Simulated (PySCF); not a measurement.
C₂H₄NO, SMILES C(=O)([CH2])N, multiplicity 2.

The structure is a stationary point at PBE-D3(BJ)/def2-SVP. The isomer is the one that the SMILES or the coordinates give; other isomers of the formula were not compared. Other conformers were not sampled.

Method: PBE/def2-TZVPD (PySCF).

The molecule is in vacuum.

Computed frontier levels, dipole moment and polarisability:
```json
{
 "α spin, highest occupied and lowest empty level": "-5.96 and -0.65 eV",
 "β spin, highest occupied and lowest empty level": "-5.85 and -4.11 eV",
 "dipole_moment": "3.85 D",
 "quadrupole, principal values (traceless, Buckingham form, about the centre of nuclear charge)": "-3.68, -3.29, 6.97 D·Å",
 "mean_static_polarisability": "42.5 bohr³ (6.29 Å³)",
 "polarisability_principal_values": "29.1, 48.2, 50.2 bohr³",
 "⟨S²⟩": "0.755 (pure state 0.75)"
}
```
